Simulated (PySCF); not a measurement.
Delta-SCF ions had no search for a lower state. Excitations are Tamm–Dancoff values on a coarser integration grid. The basis has no diffuse functions, so Rydberg states are missing or too high.

Cartesian coordinates (Å):
SMILES: C/C=C(/O)[SiH3]
```xyz
13

C     -1.6042    -0.6390     0.2994
C     -0.9042     0.5728    -0.2123
C      0.4191     0.7143    -0.3017
O      1.0233     1.8460    -0.7784
Si     1.6620    -0.6067     0.2079
H     -0.9042    -1.4213     0.6021
H     -2.2265    -0.4028     1.1684
H     -2.2655    -1.0678    -0.4602
H     -1.5392     1.4009    -0.5352
H      0.3439     2.4853    -1.0232
H      3.0288    -0.0875    -0.0368
H      1.4566    -1.8517    -0.5784
H      1.5099    -0.9425     1.6483
```
Charge 0, multiplicity 1.

Question: Give the HOMO, T1 excitation (TDA), LUMO, S1 excitation (TDA), dipole moment, brightest of the four lowest singlets (TDA), HOMO–LUMO gap and vertical ionisation energy (Delta-SCF) at the level PySCF with PBE0-D3(BJ)/def2-TZVP.

Answer: 
```
Quantity                                        Value
-------------------------------------------  --------
HOMO                                         -6.52 eV
T1 excitation (TDA)                           3.82 eV
LUMO                                          0.09 eV
S1 excitation (TDA)                           6.06 eV
dipole moment                                  1.76 D
brightest of the four lowest singlets (TDA)   6.30 eV
HOMO–LUMO gap                                 6.60 eV
vertical ionisation energy (Delta-SCF)        8.56 eV
```
